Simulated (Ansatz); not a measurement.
The cluster Li5Al⁺, relaxed as a doublet with UKS r2SCAN-D4/def2-TZVP in Ansatz, starting from the GFN2-xTB geometry. Force threshold 0.02 eV/Å.

The structure comes from a short search, and lower isomers may exist.

Start:

```xyz
6

Li   -1.702   -0.663    0.844
Li   -0.149    1.643    1.172
Li    1.953    1.549   -0.408
Li   -0.649   -2.241   -0.993
Li   -0.568    0.580   -1.227
Al    1.115   -0.866    0.613
```

(1) Estimate the energy that the relaxation releases and the steps that it takes.

(2) Does the start keep its bonding and symmetry?

(3) Predict the relaxed structure.

## Answers

(1) 94.1 kJ/mol, in 9 steps; 42 s on 4 threads of Arm Neoverse V2 on a shared host. No frequencies were taken in this run, so the end may be a saddle point.

(2) Bonds lost: Li1–Li2, Li1–Li4, Li1–Li5, Li2–Li3, Li2–Li5, Li3–Li5, Li4–Li5 (atoms count from 1). Point group Cs at the start, Cs at the end, both within 0.05 Å.

(3) 
```xyz
6

Li   -2.083   -0.941    1.125
Li   -0.062    2.008    1.569
Li    2.496    0.700   -0.646
Li    0.369   -2.399   -1.113
Li   -1.066    0.929   -1.332
Al    0.347   -0.297    0.398
```
Bond lengths (bridged metal pairs left out): 5 × Al–Li 2.55 to 2.62 Å.
